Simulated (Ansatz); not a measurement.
System: ZnH2 (charge +1, doublet). SMILES of the parent species: [ZnH2]

Atoms: Zn1, H2, H3. Bonds: Zn1-H2, Zn1-H3.

Bond lengths (Å) and angles (degrees) optimised at HF/STO-3G with Ansatz (a program for electronic structure); HF/3-21G with Ansatz; PBE/6-31G* with LANL2DZ past Ar with Ansatz; B3LYP/LANL2DZ with Ansatz; B3LYP/6-31G* with LANL2DZ past Ar with Ansatz; MP2/6-31G* with LANL2DZ past Ar with Ansatz, each started from the B3LYP-D3(BJ)/def2-TZVP structure (Ansatz) of the last column. A row stands for all coordinates that are equal there. 6-31G* holds six Cartesian d functions. At HF/3-21G the structure is a saddle point. At B3LYP/6-31G* with LANL2DZ past Ar the structure is a saddle point. No wavenumbers were computed at HF/STO-3G, PBE/6-31G* with LANL2DZ past Ar, B3LYP/LANL2DZ, MP2/6-31G* with LANL2DZ past Ar, so these may be saddle points.

| coordinate | HF/STO-3G | HF/3-21G | PBE/6-31G* with LANL2DZ past Ar | B3LYP/LANL2DZ | B3LYP/6-31G* with LANL2DZ past Ar | MP2/6-31G* with LANL2DZ past Ar | B3LYP-D3(BJ)/def2-TZVP |
|---|---|---|---|---|---|---|---|
| Zn1-H2 | 1.348 | 1.755 | 1.722 | 1.715 | 1.714 | 1.709 | 1.656 |
| H2-Zn1-H3 | 180.0 | 180.0 | 180.0 | 180.0 | 180.0 | 180.0 | 180.0 |

Mean signed difference of all 2 bond lengths from B3LYP-D3(BJ)/def2-TZVP: HF/STO-3G -0.308 Å, HF/3-21G 0.099 Å, PBE/6-31G* with LANL2DZ past Ar 0.066 Å, B3LYP/LANL2DZ 0.059 Å, B3LYP/6-31G* with LANL2DZ past Ar 0.058 Å, MP2/6-31G* with LANL2DZ past Ar 0.054 Å.
